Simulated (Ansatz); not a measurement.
A set of 12 reactions (bond dissociation), with CCSD(T)/CBS values in kJ/mol:

```csv
reaction,ΔE
`O[SiH2]S[SiH2]F` → `F[SiH2][S]`• + `O[SiH2]`•,406.0
`B[N](C)[GeH3]` → `[GeH3]`• + `B[N]C`•,390.8
`C[SiH2]N(C)[SiH3]` → `[CH3]`• + `CN([SiH2])[SiH3]`•,392.6
`CS[S][GeH3]` → `[GeH3]`• + `CS[S]`•,269.1
`B[N](C)[GeH3]` → `[CH3]`• + `B[N][GeH3]`•,393.5
`F[SiH](F)F` → F• + `F[SiH]F`•,703.8
`[OH][Sn]([OH])([Cl])[Cl]` → `[OH]`• + `[OH][Sn]([Cl])[Cl]`•,390.6
`CCOBS` → `[BH]S`• + `CC[O]`•,588.9
`C[O][GeH]([SH])[Cl]` → `[SH][GeH][Cl]`• + `C[O]`•,408.7
`CO[SiH](O)Br` → `[OH]`• + `CO[SiH]Br`•,570.2
`[GeH3][SeH]` → H• + `[GeH3][Se]`•,360.2
`[NH2][GaH][OH]` → `[NH2][GaH]`• + `[OH]`•,480.9
```

Program: Ansatz. Geometries: PBE0-D4/def2-TZVP. ΔE: electronic, gas phase. CCSD(T)/CBS adds triple-zeta CCSD(T) − MP2 to the extrapolated MP2 energy (def2 sets, frozen cores). This one scheme is used for every species, atoms too. Functionals use def2-TZVPP. B3LYP here is the variant with VWN-RPA as its local correlation; programs differ in this. No spin–orbit coupling; open shells (•) take unrestricted orbitals. Spin–orbit coupling would lower the free atoms: a little for F. Elements past krypton have def2 core potentials. Bonds to Br, Ga, Ge, Se, Sn are less sure, by a few kJ/mol each and by 10 to 20 or more in all where they break to atoms, as the def2 sets lack core-valence functions. Scalar relativity is left out up to krypton. Each species was taken in one conformer, which may not be the lowest.

**Question.** Give the mean, mean absolute and largest difference (level minus CCSD(T)/CBS, kJ/mol) for: PBE-D4, r2SCAN-D4, PBE0-D4, ωB97X-V, ωB97M-V, B2PLYP, PBE0, B3LYP, HF/def2-TZVPP, MP2/def2-TZVPP, CCSD/def2-TZVPP, SCS-MP2/def2-QZVPP, MP2/CBS(def2), CCSD/CBS(def2). (An estimate is asked.)

**Answer.** Computed: 
```json
{"level": "PBE-D4", "mean": "-28.5", "mean absolute": "28.5", "largest": "-50.8"}
{"level": "r2SCAN-D4", "mean": "-36.6", "mean absolute": "36.6", "largest": "-57.1"}
{"level": "PBE0-D4", "mean": "-27.9", "mean absolute": "27.9", "largest": "-42.0"}
{"level": "ωB97X-V", "mean": "-11.2", "mean absolute": "11.7", "largest": "-19.7"}
{"level": "ωB97M-V", "mean": "-11.3", "mean absolute": "12.0", "largest": "-24.9"}
{"level": "B2PLYP", "mean": "-24.8", "mean absolute": "24.8", "largest": "-33.1"}
{"level": "PBE0", "mean": "-34.2", "mean absolute": "34.2", "largest": "-51.5"}
{"level": "B3LYP", "mean": "-44.9", "mean absolute": "44.9", "largest": "-66.8"}
{"level": "HF/def2-TZVPP", "mean": "-135.6", "mean absolute": "135.6", "largest": "-169.2"}
{"level": "MP2/def2-TZVPP", "mean": "14.2", "mean absolute": "16.4", "largest": "30.6"}
{"level": "CCSD/def2-TZVPP", "mean": "-22.4", "mean absolute": "22.4", "largest": "-28.7"}
{"level": "SCS-MP2/def2-QZVPP", "mean": "12.8", "mean absolute": "13.4", "largest": "24.7"}
{"level": "MP2/CBS(def2)", "mean": "27.4", "mean absolute": "27.9", "largest": "40.1"}
{"level": "CCSD/CBS(def2)", "mean": "-9.2", "mean absolute": "9.2", "largest": "-11.8"}
```

The largest T1 diagnostic in the set is 0.024, for `B[N]C`• (customary mark 0.045).

CCSD(T)/CBS is a level of theory with its own doubt, and the functionals carry their triple-zeta basis error, so these figures describe this set and don't rank the functionals.
